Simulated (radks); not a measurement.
Results of a calculation; reference values are marked as such.
Species: Sr. Configuration: [Kr] 5s2 (the NIST ground configuration). Code: a radial shooting solver on a logarithmic mesh with Libxc functionals. Model: Dirac Kohn-Sham, PBE, spin-unpolarised, spherical densities, point nucleus; speed of light set to 102.777 atomic units (0.75 times the physical value, a model run).

Spin-orbit splittings of the eigenvalues, e(l+1/2) - e(l-1/2), with zeta = 2 splitting/(2l+1) and mean radii in bohr:

2p: occ. 6; splitting (eV) 126.2; zeta (eV) 84.15; <r> j=l-1/2 0.1436; <r> j=l+1/2 0.1512
3p: occ. 6; splitting (eV) 19.46; zeta (eV) 12.97; <r> j=l-1/2 0.4817; <r> j=l+1/2 0.5007
3d: occ. 10; splitting (eV) 3.232; zeta (eV) 1.293; <r> j=l-1/2 0.4958; <r> j=l+1/2 0.5024
4p: occ. 6; splitting (eV) 2.140; zeta (eV) 1.427; <r> j=l-1/2 1.521; <r> j=l+1/2 1.583
